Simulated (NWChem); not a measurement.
System: AlH3; SMILES [AlH3]

Output (shortened):

```
             Northwest Computational Chemistry Package (NWChem) 7.3.0
             --------------------------------------------------------

 D3H symmetry detected

                             Geometry "geometry" -> ""
                             -------------------------

 Output coordinates in angstroms (scale by  1.889725989 to convert to a.u.)

  No.       Tag          Charge          X              Y              Z
 ---- ---------------- ---------- -------------- -------------- --------------
    1 Al                  13.0000    -0.00000000    -0.00000000     0.00000000
    2 H                    1.0000     1.09812386     1.09812386     0.00000000
    3 H                    1.0000     0.40194123    -1.50006509     0.00000000
    4 H                    1.0000    -1.50006509     0.40194123     0.00000000

 Effective nuclear repulsion energy (a.u.)      13.8794135165

      Symmetry information
      --------------------

 Group name             D3h
 Group number             27
 Group order              12
 No. of unique centers     2

                                Z-matrix (autoz)
                                --------

 Units are Angstrom for bonds and degrees for angles

      Type          Name      I     J     K     L     M      Value
      ----------- --------  ----- ----- ----- ----- ----- ----------
    1 Stretch                  1     2                       1.55298
    2 Stretch                  1     3                       1.55298
    3 Stretch                  1     4                       1.55298
    4 Bend                     2     1     3               120.00000
    5 Bend                     2     1     4               120.00000
    6 Bend                     3     1     4               120.00000
    7 Torsion                  2     1     3     4        -180.00000
    8 Torsion                  2     1     4     3         180.00000
    9 Torsion                  3     1     2     4         180.00000
   10 Torsion                  2     4     1     3        -180.00000
   11 Torsion                  3     2     1     4        -180.00000
   12 Torsion                  2     3     1     4         180.00000

                           NWChem Geometry Optimization
                           ----------------------------

 maximum gradient threshold         (gmax) =   0.000450
 rms gradient threshold             (grms) =   0.000300
 maximum cartesian step threshold   (xmax) =   0.001800
 rms cartesian step threshold       (xrms) =   0.001200
 fixed trust radius                (trust) =   0.300000
 source of zmatrix                         =   autoz

          -------------------
          Energy Minimization
          -------------------

 Using diagonal initial Hessian
 Scaling for Hessian diagonals: bonds = 1.00  angles = 0.25  torsions = 0.10

          --------
          Step   0

                                 NWChem DFT Module
                                 -----------------

 Summary of "ao basis" -> "ao basis" (spherical)
 ------------------------------------------------------------------------------
       Tag                 Description            Shells   Functions and Types
 ---------------- ------------------------------  ------  ---------------------
 Al                        def2-tzvp                13       37   5s5p2d1f
 H                         def2-tzvp                 4        6   3s1p

      Symmetry analysis of basis
      --------------------------

        a1'        12
        a1"         0
        a2'         2
        a2"         7
        e'         26
        e"          8

  Rotation of axis

            General Information
            -------------------
          SCF calculation type: DFT
          Wavefunction type:  closed shell.
          No. of atoms     :     4
          No. of electrons :    16
           Alpha electrons :     8
            Beta electrons :     8
          Charge           :     0
          Spin multiplicity:     1
          Use of symmetry is: on ; symmetry adaption is: on
          Maximum number of iterations: 150
          AO basis - number of functions:    55
                     number of shells:    25
          Convergence on energy requested:  1.00D-06
          Convergence on density requested:  1.00D-05
          Convergence on gradient requested:  5.00D-04

              XC Information
              --------------
                         PBE0 Method XC Functional
                     Hartree-Fock (Exact) Exchange  0.250
          PerdewBurkeErnzerhof Exchange Functional  0.750
            Perdew 1991 LDA Correlation Functional  1.000 local
           PerdewBurkeErnz. Correlation Functional  1.000 non-local

[...]

      ----------------------
      Optimization converged
      ----------------------

  Step       Energy      Delta E   Gmax     Grms     Xrms     Xmax
  ---- ---------------- -------- -------- -------- -------- --------
@    3    -244.07963956 -1.3D-08  0.00000  0.00000  0.00009  0.00018
                                     ok       ok       ok       ok

                                Z-matrix (autoz)
                                --------

 Units are Angstrom for bonds and degrees for angles

      Type          Name      I     J     K     L     M      Value     Gradient
      ----------- --------  ----- ----- ----- ----- ----- ---------- ----------
    1 Stretch                  1     2                       1.58597    0.00000
    2 Stretch                  1     3                       1.58597    0.00000
    3 Stretch                  1     4                       1.58597    0.00000
    4 Bend                     2     1     3               120.00000   -0.00000
    5 Bend                     2     1     4               120.00000   -0.00000
    6 Bend                     3     1     4               120.00000    0.00000
    7 Torsion                  2     1     3     4         180.00000    0.00000
    8 Torsion                  2     1     4     3         180.00000    0.00000
    9 Torsion                  3     1     2     4         180.00000    0.00000
   10 Torsion                  2     4     1     3         180.00000    0.00000
   11 Torsion                  3     2     1     4         180.00000    0.00000
   12 Torsion                  2     3     1     4         180.00000    0.00000

                         Geometry "geometry" -> "geometry"
                         ---------------------------------

 Output coordinates in angstroms (scale by  1.889725989 to convert to a.u.)

  No.       Tag          Charge          X              Y              Z
 ---- ---------------- ---------- -------------- -------------- --------------
    1 Al                  13.0000    -0.00000000    -0.00000000     0.00000000
    2 H                    1.0000     1.12144721     1.12144721     0.00000000
    3 H                    1.0000     0.41047817    -1.53192538     0.00000000
    4 H                    1.0000    -1.53192538     0.41047817     0.00000000

 Effective nuclear repulsion energy (a.u.)      13.5907557897

      Symmetry information
      --------------------

 Group name             D3h
 Group number             27
 Group order              12
 No. of unique centers     2

                Final and change from initial internal coordinates
                --------------------------------------------------

                                Z-matrix (autoz)
                                --------

 Units are Angstrom for bonds and degrees for angles

[...]

 Rotational Constants
 --------------------
 A=   4.433391 cm-1  (  6.378518 K)
 B=   4.433391 cm-1  (  6.378518 K)
 C=   2.216696 cm-1  (  3.189259 K)

 Temperature                      =   298.15K
 frequency scaling parameter      =   1.0000

 Zero-Point correction to Energy  =   11.537 kcal/mol  (  0.018385 au)
 Thermal correction to Energy     =   13.487 kcal/mol  (  0.021493 au)
 Thermal correction to Enthalpy   =   14.079 kcal/mol  (  0.022437 au)

 Total Entropy                    =   49.554 cal/mol-K
   - Translational                =   36.114 cal/mol-K (mol. weight =  30.0050)
   - Rotational                   =   12.701 cal/mol-K (symmetry #  =        6)
   - Vibrational                  =    0.740 cal/mol-K

 Cv (constant volume heat capacity) =    8.165 cal/mol-K
   - Translational                  =    2.979 cal/mol-K
   - Rotational                     =    2.979 cal/mol-K
   - Vibrational                    =    2.206 cal/mol-K

[normal modes left out]

 ----------------------------------------------------------------------------
 Normal Eigenvalue ||           Projected Infra Red Intensities
  Mode   [cm**-1]  || [atomic units] [(debye/angs)**2] [(KM/mol)] [arbitrary]
 ------ ---------- || -------------- ----------------- ---------- -----------
    1       -0.000 ||    0.000000           0.000         0.000       0.000
    2       -0.000 ||    0.000000           0.000         0.000       0.000
    3       -0.000 ||    0.000000           0.000         0.000       0.000
    4        0.000 ||    0.000000           0.000         0.000       0.000
    5        0.000 ||    0.000000           0.000         0.000       0.000
    6        0.000 ||    0.000000           0.000         0.000       0.000
    7      703.878 ||    0.335625           7.743       327.184      30.892
    8      788.919 ||    0.217431           5.016       211.963      20.013
    9      788.936 ||    0.217427           5.016       211.959      20.013
   10     1924.648 ||    0.000000           0.000         0.000       0.000
   11     1933.744 ||    0.266624           6.151       259.919      24.541
   12     1933.749 ||    0.266627           6.151       259.921      24.541
 ----------------------------------------------------------------------------
```

Level: PBE0-D3(BJ)/def2-TZVP. 

**Question.** Reconstruct the input file.

**Answer.** One answer among several that fit: the input that was run:
```
start job
memory heap 200 mb stack 900 mb global 1100 mb
geometry units angstroms
  Al     0.000000    -0.000000     0.000000
  H      0.649714    -0.423431     1.345485
  H     -0.347470     1.491262    -0.259143
  H     -0.302244    -1.067831    -1.086341
end
basis spherical
  * library def2-tzvp
end
dft
  xc pbe0
  disp vdw 4
  iterations 150
end
driver
  maxiter 120
end
task dft optimize
task dft freq
```
